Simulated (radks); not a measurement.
Valence configurations of the europium ion Eu2+ (all share [Xe]). All-electron calculation, scalar-relativistic Kohn-Sham, PBE, spin-polarised, spherical densities, finite nucleus; open shells are filled with parallel spins first (spin-orbit coupling, left out, can overturn this in heavy ions); Fermi nuclear charge, rms radius 5.1115 fm. Program: a radial shooting solver on a logarithmic mesh with Libxc functionals. Energies are relative to 4f7; eigenvalues in eV for spin up.

valence              E (eV)  moment (Bohr magnetons)    e(4f)    e(5d)    e(6p)    e(6s)
4f7                   0.000                        7  -17.631        -        -        -
4f5 5d2              16.087                        7  -30.304  -17.457        -        -
4f5 6s2              21.168                        5  -36.181        -        -  -18.030
4f5 6p2              30.158                        7  -38.329        -  -14.690        -
4f5 5d1 6p1          22.639                        7  -34.308  -20.159  -13.100        -
4f6 6p1              11.007                        7  -27.415        -  -12.628        -
4f4 6s2 6p1          49.187                        5  -48.169        -  -15.170  -20.679
4f5 5d1 6s1          17.837                        7  -33.167  -19.318        -  -17.307
4f4 5d0.5 6s1.5 6p1  46.258                        6  -46.521  -24.727  -14.894  -20.317
4f3 5d4              53.281                        7  -45.337  -20.745        -        -

NIST lists [Xe] 4f7 as the ground configuration; this level of theory agrees among the configurations tried. The energies are those of spherical high-spin densities, not of single terms.
